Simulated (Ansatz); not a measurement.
System: CH$_{6}$NSi, charge -1, multiplicity 1. It need not be the lowest isomer of its formula. Whether it binds its extra electron was not tested at this geometry. SMILES: N([SiH2-])C
Geometry from a B3LYP-D3(BJ)/def2-TZVP (Ansatz, a quantum-chemistry and plane-wave program) optimisation:
```
N
H 1 1.0130
C 1 1.4439 2 109.98
H 3 1.0959 1 108.70 2 -179.42
H 3 1.1027 4 107.45 1 121.70
H 3 1.1095 4 106.05 5 113.69
Si 1 1.8368 2 114.02 3 -134.60
H 7 1.5436 1 95.86 2 -48.64
H 7 1.5660 8 92.71 1 -101.24
```
Charge -1, spin multiplicity 1.

Parts of the frozen-core correlation energy in 6-31G* (Ansatz, hartree). Frozen orbitals: 7; correlated occupied orbitals by spin: 10 and 10; virtual: 44 and 44. Spin-orbit coupling is left out. No relativistic terms.

```tsv
term	value
reference (HF)	-384.67483
MP2 opposite-spin	-0.29362
MP2 same-spin	-0.08698
CCSD correlation	-0.42261
(T)	-0.01113
T1 diagnostic	0.011
largest doubles amplitude	0.058
```
